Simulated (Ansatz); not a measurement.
Isolated molecules relaxed with PBE0-D4/def2-TZVP in Ansatz; ΔE leaves out vibrations. CCSD(T)/CBS is the MP2 limit (def2-TZVPP, def2-QZVPP) plus CCSD(T) − MP2 in def2-TZVPP, frozen cores. This one scheme is used for every species. Functionals use def2-TZVPP. def2 core potentials past Kr. For Ga, Sn outer-core shells are correlated without core-valence functions, which leaves a few kJ/mol of doubt a bond. Scalar relativity is left out up to krypton.

`[GaH2][SnH3]` + `BN` → `B[NH][GaH2]` + `[SnH4]`  (cleavage of the Ga–Sn bond)

CCSD(T)/CBS gives +12.4 kJ/mol.

Question: Another level gave +14.0 kJ/mol. Which?
A. CAM-B3LYP/def2-TZVPP
B. r2SCAN/def2-TZVPP
C. PBE0/def2-TZVPP
D. SCS-MP2/def2-TZVPP

Answer: B. r2SCAN 14.0, PBE0 21.7, SCS-MP2/def2-TZVPP 1.4, CAM-B3LYP 9.9 kJ/mol.

Largest T1 diagnostic among the species: 0.014.

At CCSD(T), def2-SVP lies −10.2 kJ/mol from the extrapolated value and def2-TZVPP −7.9 kJ/mol. Leaving LDA and LC-ωPBE aside and taking each functional with its dispersion term where it has one, the values, not all of them listed here, spread over 20.6 kJ/mol, from B97M-V to PBE-D4. LDA lies −5.7 kJ/mol from PBE without D4.
